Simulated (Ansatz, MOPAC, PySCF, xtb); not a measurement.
Diatomic BS-, closed-shell singlet (lowest of 2S+1 = 1, 3, 5 at CCSD(T)/def2-TZVPP on PBE0 minima; our sources give no spin for the ground state, which may be another).

Seven points along R, fitted to fifth degree in 1/R; most abundant isotopes. Runs in def2 and cc sets follow the lowest solution found near the PBE0 minimum. The singlet is held restricted. HF and MP2 rows in def2 and cc sets belong to the determinant that coupled cluster picked by its CCSD energy.

Codes used: Ansatz (a first-principles code); MOPAC for PM6 (differences of heats of formation); PySCF for 6-31G* rows, STO-3G rows; xtb for the GFN methods. Values without a source in brackets are computed.

```csv
level,r_e (Å),ω_e (cm⁻¹),ω_e x_e (cm⁻¹),α_e (cm⁻¹)
PM6,1.695,945,3.4,0.0038
GFN1-xTB,1.673,1133,7.1,0.0068
HF/STO-3G,1.619,1304,4.2,0.0042
HF/6-31G*,1.707,1018,4.9,0.0052
HF/aug-cc-pV(T+d)Z,1.685,1028,5.0,0.0054
HF/def2-TZVPP,1.683,1042,4.9,0.0053
HF/aug-cc-pV(Q+d)Z,1.683,1030,5.0,0.0054
PBE/def2-TZVPP,1.698,974,5.4,0.0059
r2SCAN/def2-TZVPP,1.690,997,5.3,0.0058
B97M-V/def2-TZVPP,1.686,1012,5.3,0.0057
B3LYP/6-31G*,1.720,957,5.1,0.0056
PBE0/def2-TZVPP,1.685,1012,5.2,0.0056
BHLYP/def2-TZVPP,1.676,1035,5.1,0.0056
CAM-B3LYP/def2-TZVPP,1.674,1033,5.1,0.0056
wB97X-V/def2-TZVPP,1.680,1036,4.9,0.0054
wB97M-V/def2-TZVPP,1.679,1028,5.1,0.0056
MP2/6-31G*,1.702,1019,5.0,0.0053
MP2/aug-cc-pV(T+d)Z,1.686,1011,5.2,0.0057
MP2/aug-cc-pV(Q+d)Z,1.682,1015,5.2,0.0057
MP2/aug-cc-pV(5+d)Z,1.681,1016,5.2,0.0057
"MP2/CBS(def2-TZVPP, def2-QZVPP)",1.683,1015,5.1,0.0056
SCS-MP2/aug-cc-pV(T+d)Z,1.688,1007,5.2,0.0057
SCS-MP2/aug-cc-pV(Q+d)Z,1.685,1011,5.3,0.0057
CCSD/def2-TZVPP,1.689,1018,5.2,0.0055
CCSD/aug-cc-pV(Q+d)Z,1.687,1005,5.2,0.0057
CCSD(T)/def2-TZVPP,1.694,1001,5.4,0.0057
CCSD(T)/aug-cc-pV(Q+d)Z,1.693,988,5.4,0.0058
CCSD(T)/def2-QZVPP,1.694,990,5.3,0.0057
"CCSD(T)/CBS(def2-TZVPP, def2-QZVPP)",1.692,990,5.2,0.0057
"CCSD(T)/CBS(aug-cc-pV(Q+d)Z, aug-cc-pV(5+d)Z)",1.690,991,5.3,0.0058
```

Correlated levels freeze the cores. CBS(a, b) extrapolates the correlation energy as X⁻³ and adds the Hartree–Fock energy of set b. Rows in 6-31G*, STO-3G carry no dispersion term and start afresh at each structure (6-31G* with six Cartesian d functions). MP2/6-31G* freezes PySCF's default core. The state that PM6 reach isn't checked.
